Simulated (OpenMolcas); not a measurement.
## F³⁺: CASPT2 settings compared

```yaml
Program: OpenMolcas
Basis: ANO-RCC-VDZ [3s2p]
Scalar_Hamiltonian: X2C, point nucleus
Active_space: 4 electrons in 4 orbitals (2s 2p)
State_averaging: 2S+1 = 3 even, 3 roots; 2S+1 = 1 even, 6 roots kept (CI in the orbitals of an earlier block); 2S+1 = 3 odd, 9 roots; 2S+1 = 5 odd, 1 root kept (CI in the orbitals of an earlier block); 2S+1 = 1 odd, 8 roots kept (CI in the orbitals of an earlier block)
Spin-orbit_coupling: state interaction with AMFI integrals over the reference wave functions, term energies averaged over their components
```

Methods on the same reference wave functions:
A. CASSCF
B. SS-CASPT2, IPEA 0.2 Eh, sigma2 regulariser 0.3 Eh (closed shells correlated: 1s)
C. SS-CASPT2, IPEA 0.2 Eh, sigma2 regulariser 0.5 Eh (closed shells correlated: none)
D. SS-CASPT2, IPEA 0 Eh, sigma2 regulariser 0.1 Eh (closed shells correlated: none)

Energies in cm⁻¹ above 2s² 2p² ³P₀, the measured ground level; measured values from Moore, Atomic Energy Levels, vol. I, NSRDS-NBS 35 (1971 reprint of NBS Circular 467, 1949).

```tsv
Level	A	B	C	D	Measured
2s² 2p² ³P₀	0.0	0.0	0.0	0.0	0.0
2s² 2p² ³P₁	194	194	194	194	225
2s² 2p² ³P₂	566	566	566	566	613
2s² 2p² ¹D₂	26154	26459	26445	26475	25241
2s² 2p² ¹S₀	47718	47428	47433	47437	53544
2s 2p³ ⁵S°₂	67357	67509	67579	67586	
2s 2p³ ³D°₂	152110	152501	152523	152527	147889
2s 2p³ ³D°₁	152111	152502	152524	152527	147902
2s 2p³ ³D°₃	152115	152505	152528	152531	147842
2s 2p³ ³P°₀	177700	177263	177371	177352	
2s 2p³ ³P°₁	177701	177265	177373	177353	175242
2s 2p³ ³P°₂	177704	177268	177376	177356	175237
2s 2p³ ¹D°₂	244873	244733	244895	244904	
2s 2p³ ³S°₁	252868	252043	252393	252328	
2s 2p³ ¹P°₁	270463	269523	269770	269730	257390
```

Deviations, from unrounded energies. A percentage is the sum of absolute deviations over the sum of measured energies, with the sign that they share, or ± where signs differ.

```
                        Against measurement  Levels     A     B     C     D
             mean absolute deviation (cm-1)      10  3800  3700  3800  3800
      fine structure of the ground term (%)       2  -9.3  -9.3  -9.3  -9.3
other terms of the ground configuration (%)       2  ±8.6  ±9.3  ±9.3  ±9.3
                   other configurations (%)       6  +2.9  +2.9  +2.9  +2.9
```

A, B, C, D lie about equally close to measurement. The largest miss of B in the table is 2s 2p³ ¹P°₁, by +12000 cm-1. The ranking rests on the paired levels alone, and a cruder setting can come out closer through cancelling errors.

Among B to D the level of the table that moves most is 2s 2p³ ³S°₁, by 350 cm-1 (lowest in B, highest in C).

From A to B the spin-free energies of the other terms of 2s² 2p² shown, above ³P, scale by factors of 0.99 to 1.01.

The lowest spin-free term lies below A's lowest term by 0.006 hartree in B, 0.005 hartree in C, 0.005 hartree in D.

Terms from blocks run as CI alone lack orbitals of their own. The basis is small and was not contracted for so high a charge. Measured partners are found by configuration, term and J. A level has none where our copy of the source lacks it or the pairing is in doubt (some pairs that miss far off the trend of their configuration count as doubtful), and it then counts in no deviation. Levels of configurations outside the active space are missing.

° marks odd parity.
